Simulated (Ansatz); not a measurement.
Question: Name a neutral molecule of B, C, F, O, Si and H with size of the dipole moment (ωB97M-V/def2-TZVPP) between 1.90 and 2.20 D and HOMO–LUMO gap (B3LYP/def2-TZVPP) between 5.70 and 6.00 eV (Ansatz, PBE0-D4/def2-TZVP geometry).

Answer: `CB(F)[SiH2]O` (2.14 D, 5.97 eV). Other molecules can fit too; these were computed, each in one conformer that needn't be the lowest.

B3LYP here is the variant with VWN-RPA as its local correlation; programs differ in this.
